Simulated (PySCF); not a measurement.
Unrelated species, one level of theory. Method: PySCF, TDDFT CAM-B3LYP/def2-SVPD, vertical, gas phase, core orbitals frozen in the response. Geometries: PBE0-D3(BJ)/def2-SVP; one conformer of each isolated species. Triplets are in the Tamm–Dancoff approximation. Relativistic effects are left out although some hold elements past zinc.

Problem. Rank by computed LUMO energy, lowest first.
A. `C=CCN=C(C)C`
B. `FB(F)F`
C. `FB(F)[SiH2][SeH]`
D. `C1CCCCC1=N`
E. `C=CCC1=CSN=C1`
F. `CSc1ccncc1`
G. `BC(B)C#C`
H. `N#CC#[C][MgH]`

Solution. G (-1.12 eV), H (-0.91 eV), C (-0.29 eV), E (0.04 eV), F (0.20 eV), B (0.51 eV), D (0.93 eV), A (1.10 eV).

| SMILES | LUMO (eV) | S1 (eV) | first f ≥ 0.01 (nm) | α (au) | T1 (eV) | S1 mainly |
| --- | --- | --- | --- | --- | --- | --- |
| BC(B)C#C | -1.12 | 4.62 | 242 | 63.1 | 4.30 | H→L (93%) |
| N#CC#[C][MgH] | -0.91 | 4.66 | 204 | 67.2 | 3.83 | H-1/H→L/L+1 (≥76%) |
| FB(F)[SiH2][SeH] | -0.29 | 5.26 | 231 | 70.3 | 4.89 | H→L+2 (48%) |
| C=CCc1cnsc1 | 0.04 | 5.52 | 225 | 94.4 | – | H→L (89%) |
| CSc1ccncc1 | 0.20 | 5.17 | 233 | 97.5 | 3.93 | H-1→L (95%) |
| FB(F)F | 0.51 | 10.79 | 103 | 15.8 | 10.54 | H→L+1 (98%) |
| N=C1CCCCC1 | 0.93 | 5.45 | 172 | 76.3 | 4.69 | H→L (64%) |
| C=CCN=C(C)C | 1.10 | 5.19 | 181 | 84.1 | – | H→L (67%) |

H and L stand for HOMO and LUMO; a dash means that no computed state gives the value. A slash joins orbitals within 0.01 eV of each other, whose weights are summed (≥ marks a lower bound).
